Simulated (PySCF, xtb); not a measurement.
**Two structures of CH4GaIn**

Structure X: a singlet given by its coordinates. Structure Y: `[GaH2][CH2][In]`, a singlet. Both are isolated molecules in the gas phase, relaxed with PBE0-D3(BJ)/def2-SVP; the shapes shown needn't be the lowest conformers.

X (Å):

```xyz
7

C    -0.4919    0.3440    0.8062
Ga   -1.4564    1.7082   -0.2903
In   -2.1878    3.0456   -2.5945
H     0.5969    0.4659    0.6804
H    -0.7540   -0.6679    0.4546
H    -0.7385    0.4243    1.8751
H    -0.8815    1.3877   -2.0094
```

Close contacts (Å): C1–Ga2 2.00, Ga2–In3 2.76, C1–H4 1.10, C1–H5 1.10, C1–H6 1.10, Ga2–H7 1.84, In3–H7 2.19.

Y (Å):

```xyz
7

C     0.0833   -0.3840   -1.0100
Ga    1.2422    0.0965    0.4536
In   -0.9777   -2.3971   -0.9595
H     2.7607   -0.3351    0.4493
H     0.6317   -0.4432   -1.9691
H     0.6595    0.8081    1.7367
H    -0.7675    0.3161   -1.1102
```

Question: Which of the two would you expect CCSD(T)/def2-SVP + ΔMP2/def2-TZVPP electronic energies to favour?

Answer: CCSD(T)/def2-SVP + ΔMP2/def2-TZVPP gives E(Y) − E(X) = +5.70 kJ/mol, slightly favouring structure X, which is too small a margin to settle the true order.

The same difference at several levels:

```csv
level,geometry,E(Y) − E(X) (kJ/mol),departure from the last row (kJ/mol),"job, with rough time for the two"
PBE0-D3(BJ)/def2-SVP,PBE0-D3(BJ)/def2-SVP,+19.41,+13.71,"optimisation, 5.9 min"
HF/def2-SVP,PBE0-D3(BJ)/def2-SVP,−3.54,−9.24,part of the CCSD(T) run
MP2/def2-SVP,PBE0-D3(BJ)/def2-SVP,−7.53,−13.23,part of the CCSD(T) run
CCSD(T)/def2-SVP,PBE0-D3(BJ)/def2-SVP,+5.33,−0.37,single point
CCSD(T)/def2-SVP + ΔMP2/def2-TZVPP,PBE0-D3(BJ)/def2-SVP,+5.70,,"single point, 2.3 min"
```

HF/def2-SVP, MP2/def2-SVP put the two in the other order. The largest departure from CCSD(T)/def2-SVP + ΔMP2/def2-TZVPP is that of PBE0-D3(BJ)/def2-SVP, 13.71 kJ/mol. No reliable frequencies are at hand for X, so it isn't confirmed as a minimum. Levels run at GFN2-xTB geometries aren't shown. The last row adds to CCSD(T) the change of the MP2 difference between the two basis sets, here +0.37 kJ/mol.

The correlated steps freeze 14 core orbitals; the filled d shell of Ga and In is correlated, in a basis made for valence electrons. Atoms past krypton carry core potentials in the def2 sets and no spin–orbit term is included. Codes used: PySCF 2.14.0, xtb 6.7.1; the last row on 2 threads of Intel(R) Xeon(R) Processor @ 2.50GHz (Skylake/Cascade Lake) on a shared host.
